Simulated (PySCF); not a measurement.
Dipole response of I⁺ (iodine, charge +1)

[Kr] 4d10 5s2 5p4, high-spin 3P determinant. Computed with PySCF 2.14 in def2-TZVPPD with the def2 core potential (28 electrons) (7s6p4d2f, 59 functions), with scalar relativity through the core potential. Coupled (time-dependent) response in atomic units; α is the mean over directions.

```json
{"method": "UHF", "mean α (bohr³)": "19.99", "α xx, yy, zz": "19.53, 20.91, 19.53", "C₆ (like pair)": "172.4", "S(−4)": "72.53"}
{"method": "PBE", "mean α (bohr³)": "20.58", "α xx, yy, zz": "19.89, 21.96, 19.89", "C₆ (like pair)": "177.7", "S(−4)": "80.70"}
{"method": "PBE0", "mean α (bohr³)": "20.20", "α xx, yy, zz": "19.60, 21.40, 19.60", "C₆ (like pair)": "174.0", "S(−4)": "75.85"}
{"method": "LC-wPBE", "mean α (bohr³)": "19.87", "α xx, yy, zz": "19.35, 20.92, 19.35", "C₆ (like pair)": "170.7", "S(−4)": "72.13"}
{"method": "MN15", "mean α (bohr³)": "19.95", "α xx, yy, zz": "19.28, 21.29, 19.28", "C₆ (like pair)": "168.4", "S(−4)": "76.06"}
```

S(−4) is the Cauchy moment in α(ω) = α(0) + S(−4) ω² + …

Spin-orbit coupling is absent.

α(iu) at LC-wPBE:

```
u (hartree)  α(iu) (bohr³)
          0          19.87
     0.0500          19.69
      0.100          19.18
      0.200          17.40
      0.300          15.15
      0.500          10.93
      0.750          7.339
       1.00          5.205
       1.50          3.060
       2.00          2.074
       3.00          1.192
       5.00         0.5721
```

For an ion, C₆ is the dispersion term alone; charge-induced terms of lower order in 1/R come first.

The components differ because the open shell of this determinant is not spherical; for a pure term their mean is the scalar polarisability.

Energies and moments cover only the electrons outside the core potential.
